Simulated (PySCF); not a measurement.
Isomers of C3H10GeO, mass 135.994 u with the commonest isotopes. Computed with PBE0-D3(BJ)/def2-SVP geometry optimisation, gas phase (PySCF 2.14.0). One conformer each, none proved a minimum here; rigid rotors.

Task: Order these by dipole moment, smallest first.
A. `[CH3:1][CH:2]([CH3:3])[O:4][GeH3:5]` with C1–C2–O4–Ge5 116°
B. Ge(OH)Me3 (`[CH3][Ge]([CH3])([CH3])[OH]`)
C. GeHMe2(OMe) (`[O]([GeH]([CH3])[CH3])C`)

Result: A (1.10 D), C (1.38 D), B (1.73 D).

Task: Order these by out-of-plane moment Σ m c² = (Ia + Ib − Ic)/2, largest first.
A. `[CH3:1][CH:2]([CH3:3])[O:4][GeH3:5]` with C1–C2–O4–Ge5 116°
B. `[CH3][Ge]([CH3])([CH3])[OH]` (Ge(OH)Me3)
C. GeHMe2(OMe) (`[H][Ge]([CH3])([CH3])[O]C`)

Result: B (76.97 u·Å²), C (20.79 u·Å²), A (14.95 u·Å²).

Task: Order these by rotational constant C, largest first.
A. `[CH3:1][CH:2]([CH3:3])[O:4][GeH3:5]` with C1–C2–O4–Ge5 116°
B. `[CH3][Ge]([CH3])([CH3])[OH]` (Ge(OH)Me3)
C. `[H][Ge]([CH3])([CH3])[O]C` (GeHMe2(OMe))

Result: B (2876 MHz), C (1903 MHz), A (1314 MHz).

```json
{"SMILES": "[H][Ge]([CH3])([CH3])[O]C", "point group": "C1", "Ia (u·Å²)": "108.18", "Ib (u·Å²)": "199.02", "Ic (u·Å²)": "265.63", "κ": "-0.54", "μa (D)": "0.71", "μb (D)": "1.17", "μc (D)": "0.20"}
{"SMILES": "[CH3][Ge]([CH3])([CH3])[OH]", "point group": "near Cs", "Ia (u·Å²)": "163.95", "Ib (u·Å²)": "165.73", "Ic (u·Å²)": "175.75", "κ": "0.68", "μa (D)": "1.49", "μb (D)": "0.03", "μc (D)": "0.87"}
{"SMILES": "CC(C)[O][GeH3]", "point group": "–", "Ia (u·Å²)": "72.71", "Ib (u·Å²)": "341.93", "Ic (u·Å²)": "384.75", "κ": "-0.94", "μa (D)": "0.16", "μb (D)": "0.04", "μc (D)": "1.09"}
```
